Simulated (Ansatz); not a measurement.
Two isomers of BH4NOSi: A = `N[SiH]1BO1`, B = `OB1N[SiH2]1`.

Computed with Ansatz on PBE0-D4/def2-TZVP structures; ΔE is electronic, products minus reactants. CCSD(T)/CBS is the MP2 limit (def2-TZVPP, def2-QZVPP) plus CCSD(T) − MP2 in def2-TZVPP, frozen cores. Functionals use def2-TZVPP. One conformer a species, not always the lowest.

Q: Which isomer does CCSD(T)/CBS put lower? Give the gap. (Best estimate.)

A: Ansatz gave: A, by 1.5 kcal/mol.

Q: Give E(B) − E(A) in kcal/mol with LDA (SPW92), CCSD(T)/def2-SVP, BLYP-D4, MP2/def2-TZVPP, CCSD/def2-TZVPP, B2PLYP, r2SCAN-D4. (Best estimate.)

A: The calculation gave: LDA (SPW92) -3.3, CCSD(T)/def2-SVP -5.6, BLYP-D4 0.5, MP2/def2-TZVPP 1.4, CCSD/def2-TZVPP 0.9, B2PLYP 1.1, r2SCAN-D4 0.4. The order is the other way round with LDA (SPW92), CCSD(T)/def2-SVP.

Q: Does the order hold for the free energy at 298.15 K (harmonic terms from PBE0-D4)? (An estimate is asked.)

A: Computed: Yes: G(B) − G(A) = +1.5 kcal/mol, for one conformer each.

Largest T1 diagnostic: 0.015.

Leaving LDA and LC-ωPBE aside and taking each functional with its dispersion term where it has one, the values, not all of them listed here, spread over 2.7 kcal/mol, from HSE06-D4 to ωB97X-V. LDA lies −2.1 kcal/mol from PBE without D4. At CCSD(T), def2-SVP lies −7.1 kcal/mol from the extrapolated value and def2-TZVPP −0.5 kcal/mol.
